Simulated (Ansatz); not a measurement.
Ansatz (an electronic-structure program) job for trisilylamine cation (H₉NSi₃), SMILES [SiH3]N([SiH3])[SiH3] (connectivity only; charge and spin as stated), charge +1, multiplicity 2, PBE-D3(BJ)/def2-SVP. 

Ansatz 0.2 input:
```yaml
crystal:
  periodic: [false, false, false]
  atoms:
    - {symbol: Si, position_ang: [0.31627852, 1.68105643, 0.48028461]}
    - {symbol: N, position_ang: [0.00011250, 0.00017982, -0.00056560]}
    - {symbol: Si, position_ang: [-1.64468218, -0.50169218, -0.44704011]}
    - {symbol: Si, position_ang: [1.32841096, -1.17934964, -0.03322410]}
    - {symbol: H, position_ang: [-0.14502396, 2.45540007, -0.67659014]}
    - {symbol: H, position_ang: [-0.57377738, 1.87265448, 1.63030938]}
    - {symbol: H, position_ang: [1.73908408, 1.78125025, 0.77103385]}
    - {symbol: H, position_ang: [-2.49775222, 0.67105419, -0.32137146]}
    - {symbol: H, position_ang: [-1.48010269, -1.01443752, -1.81118718]}
    - {symbol: H, position_ang: [-1.93097536, -1.59061084, 0.49278686]}
    - {symbol: H, position_ang: [1.83768046, -1.14965474, 1.34183708]}
    - {symbol: H, position_ang: [0.76051212, -2.44987454, -0.46003990]}
    - {symbol: H, position_ang: [2.28946504, -0.57724437, -0.96310462]}
basis:
  gaussian:
    orbitals: def2-SVP
hamiltonian:
  xc: pbe
  dispersion: d3bj
total_charge: 1
magnetization: {spin_polarized: true, initial_magnetization: 1}
relax: {f_tol: 0.002, max_steps: 200}
```

It prints:

```
WARN ansatz: RAYON_NUM_THREADS=2 ignored (pool sized by the plan → 2); use --threads N
Functional definition: PBE
integrals: 0.06 GiB planned
1282 factors; their error is unknown
mean field: 0.43 GiB planned
mean field evaluation 1: about -25223.1407 eV, gradient 5.8e1 eV
mean field evaluation 2: about -25137.9962 eV, gradient 1.1e2 eV
mean field evaluation 4: about -25238.1883 eV, gradient 5.1e0 eV
mean field evaluation 8: about -25238.3968 eV, gradient 8.7e-2 eV
mean field evaluation 16: about -25238.2923 eV, gradient 9.1e-5 eV
mean field -25238.29227361 eV, -927.4901339263 hartree, gradient 2.9e-5 eV, S^2 0.753154; 1 other end points of the search recorded, 0 dependent functions left out
the calculation of the forces begins
reference -25238.29231351 eV, -927.4901353926 hartree; 29, 28 occupied and 84, 85 virtual orbitals, 1282 factors
relax step   1: F+E_penalty+E_count = -25238.63840415 eV  Δ(F+E_penalty+E_count) = +0.000e0 eV  max|allowed force component| = 6.889e-1 eV/Å  Δτ_max = 0.0000 Å  (45 SCF iters, accepted)
these checks for a lower state are left out or cut short: starts, cluster_reference, orbital_swaps, neighbouring_geometries, increment
integrals: 0.06 GiB planned
1282 factors; their error is unknown
mean field: 0.43 GiB planned
mean field -25238.47640553 eV, -927.4969006494 hartree, gradient 1.2e-5 eV, S^2 0.753382; 0 other end points of the search recorded, 0 dependent functions left out
the calculation of the forces begins
reference -25238.47644576 eV, -927.4969021279 hartree; 29, 28 occupied and 84, 85 virtual orbitals, 1282 factors
relax step   2: F+E_penalty+E_count = -25238.81480292 eV  Δ(F+E_penalty+E_count) = -1.764e-1 eV  max|allowed force component| = 3.554e-1 eV/Å  Δτ_max = 0.0658 Å  (30 SCF iters, accepted)
these checks for a lower state are left out or cut short: starts, cluster_reference, orbital_swaps, neighbouring_geometries, increment
integrals: 0.06 GiB planned
1282 factors; their error is unknown
mean field: 0.43 GiB planned
mean field evaluation 32: about -25238.6171 eV, gradient 1.2e-2 eV
mean field -25238.50761464 eV, -927.4980475631 hartree, gradient 2.7e-5 eV, S^2 0.753492; 0 other end points of the search recorded, 0 dependent functions left out
the calculation of the forces begins
reference -25238.50765502 eV, -927.4980490470 hartree; 29, 28 occupied and 84, 85 virtual orbitals, 1282 factors
relax step   3: F+E_penalty+E_count = -25238.84245880 eV  Δ(F+E_penalty+E_count) = -2.766e-2 eV  max|allowed force component| = 1.497e-1 eV/Å  Δτ_max = 0.0254 Å  (30 SCF iters, accepted)
these checks for a lower state are left out or cut short: starts, cluster_reference, orbital_swaps, neighbouring_geometries, increment
integrals: 0.06 GiB planned
1282 factors; their error is unknown
mean field: 0.43 GiB planned
mean field -25238.51008930 eV, -927.4981385052 hartree, gradient 2.0e-5 eV, S^2 0.753493; 0 other end points of the search recorded, 0 dependent functions left out
the calculation of the forces begins
reference -25238.51012971 eV, -927.4981399901 hartree; 29, 28 occupied and 84, 85 virtual orbitals, 1282 factors
relax step   4: F+E_penalty+E_count = -25238.84410111 eV  Δ(F+E_penalty+E_count) = -1.642e-3 eV  max|allowed force component| = 1.896e-2 eV/Å  Δτ_max = 0.0088 Å  (31 SCF iters, accepted)
these checks for a lower state are left out or cut short: starts, cluster_reference, orbital_swaps, neighbouring_geometries, increment
integrals: 0.06 GiB planned
1282 factors; their error is unknown
mean field: 0.43 GiB planned
mean field -25238.51013473 eV, -927.4981401749 hartree, gradient 1.9e-5 eV, S^2 0.753498; 0 other end points of the search recorded, 0 dependent functions left out
the calculation of the forces begins
reference -25238.51017514 eV, -927.4981416596 hartree; 29, 28 occupied and 84, 85 virtual orbitals, 1282 factors
relax step   5: F+E_penalty+E_count = -25238.84422351 eV  Δ(F+E_penalty+E_count) = -1.224e-4 eV  max|allowed force component| = 1.922e-3 eV/Å  Δτ_max = 0.0046 Å  (24 SCF iters, accepted)
integrals: 0.06 GiB planned
1282 factors; their error is unknown
mean field: 0.43 GiB planned
mean field evaluation 64: about -25238.5101 eV, gradient 9.3e-3 eV
mean field -25238.51013473 eV, -927.4981401749 hartree, gradient 1.9e-5 eV, S^2 0.753498; 2 other end points of the search recorded, 0 dependent functions left out
the calculation of the forces begins
reference -25238.51017514 eV, -927.4981416596 hartree; 29, 28 occupied and 84, 85 virtual orbitals, 1282 factors
Total energy: -25238.84426392 eV, -927.5104191959 hartree
Atom 0 at     0.318772     1.730456     0.493385 Å, force     0.001477    -0.001495     0.000568 eV/Å
Atom 1 at    -0.000029     0.000016    -0.000335 Å, force     0.000075    -0.000006    -0.000019 eV/Å
Atom 2 at    -1.689671    -0.522491    -0.460588 Å, force     0.000169     0.001922     0.000315 eV/Å
Atom 3 at     1.370772    -1.208156    -0.032623 Å, force    -0.001760    -0.000471    -0.000470 eV/Å
Atom 4 at    -0.139007     2.545777    -0.683429 Å, force    -0.000065     0.000367    -0.000894 eV/Å
Atom 5 at    -0.583516     1.952217     1.675220 Å, force    -0.000545     0.000250     0.000267 eV/Å
Atom 6 at     1.775467     1.841020     0.796674 Å, force    -0.000449     0.000472     0.000160 eV/Å
Atom 7 at    -2.571392     0.674338    -0.332812 Å, force    -0.000244    -0.000608    -0.000071 eV/Å
Atom 8 at    -1.548402    -1.047663    -1.862030 Å, force     0.000031    -0.000193    -0.000588 eV/Å
Atom 9 at    -2.008453    -1.638838     0.494192 Å, force    -0.000048    -0.000636     0.000506 eV/Å
Atom 10 at     1.909050    -1.198806     1.370882 Å, force     0.000385     0.000022     0.000629 eV/Å
Atom 11 at     0.796824    -2.514651    -0.468291 Å, force     0.000578     0.000053     0.000150 eV/Å
Atom 12 at     2.368815    -0.614487    -0.987116 Å, force     0.000397     0.000323    -0.000551 eV/Å
Dipole moment:    -0.000037    -0.000064     0.000062 e Å
```

Self-consistency was reached.
